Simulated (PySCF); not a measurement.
Cl2H2MoN2, multiplicity 1. Atoms are numbered in the order given.

```xyz
7

Mo     0.0000     0.0000    -0.2492
N      0.0000     1.4094    -1.2565
H      0.0000     1.8933    -2.1637
N      0.0000    -1.4094    -1.2565
H      0.0000    -1.8933    -2.1637
Cl     1.9546     0.0000     0.9525
Cl    -1.9546     0.0000     0.9525
```

Coordinates come from a PBE-D3(BJ)/def2-SVP optimisation. The spin state was assumed, not searched. The structure was generated by enumeration; whether it is a known compound was not checked. The def2 effective core potentials stand for the cores of Mo; spin–orbit coupling is left out.

These are PBE-D3(BJ)/def2-SVP run with PySCF values and carry that method's errors.

Frequencies are harmonic and unscaled.

Computed normal modes with their intensities:
```json
[
 {"mode": "1", "ν (cm⁻¹)": "106", "IR (km/mol)": "0.6", "moving atoms (share of kinetic energy)": "Cl 79 %, Mo 17 %"},
 {"mode": "2", "ν (cm⁻¹)": "170", "IR (km/mol)": "2.2", "moving atoms (share of kinetic energy)": "N 32 %, Cl 31 %, Mo 29 %, H 8 %"},
 {"mode": "3", "ν (cm⁻¹)": "204", "IR (km/mol)": "15.9", "moving atoms (share of kinetic energy)": "N 47 %, H 24 %, Cl 21 %"},
 {"mode": "4", "ν (cm⁻¹)": "207", "IR (km/mol)": "0.0", "moving atoms (share of kinetic energy)": "N 68 %, Cl 19 %, H 13 %"},
 {"mode": "5", "ν (cm⁻¹)": "290", "IR (km/mol)": "9.8", "moving atoms (share of kinetic energy)": "N 57 %, H 27 %, Cl 14 %"},
 {"mode": "6", "ν (cm⁻¹)": "360", "IR (km/mol)": "276.8", "moving atoms (share of kinetic energy)": "H 81 %, N 18 %"},
 {"mode": "7", "ν (cm⁻¹)": "384", "IR (km/mol)": "12.3", "moving atoms (share of kinetic energy)": "Cl 71 %, Mo 19 %"},
 {"mode": "8", "ν (cm⁻¹)": "411", "IR (km/mol)": "19.7", "moving atoms (share of kinetic energy)": "Cl 57 %, Mo 35 %"},
 {"mode": "9", "ν (cm⁻¹)": "594", "IR (km/mol)": "0.0", "moving atoms (share of kinetic energy)": "H 85 %, N 15 %"},
 {"mode": "10", "ν (cm⁻¹)": "603", "IR (km/mol)": "212.8", "moving atoms (share of kinetic energy)": "H 65 %, N 27 %"},
 {"mode": "11", "ν (cm⁻¹)": "717", "IR (km/mol)": "43.0", "moving atoms (share of kinetic energy)": "H 67 %, N 31 %"},
 {"mode": "12", "ν (cm⁻¹)": "967", "IR (km/mol)": "85.2", "moving atoms (share of kinetic energy)": "N 74 %, Mo 17 %, H 8 %"},
 {"mode": "13", "ν (cm⁻¹)": "995", "IR (km/mol)": "46.0", "moving atoms (share of kinetic energy)": "N 82 %, Mo 11 %"},
 {"mode": "14", "ν (cm⁻¹)": "3495", "IR (km/mol)": "118.3", "moving atoms (share of kinetic energy)": "H 93 %"},
 {"mode": "15", "ν (cm⁻¹)": "3498", "IR (km/mol)": "199.2", "moving atoms (share of kinetic energy)": "H 92 %"}
]
```
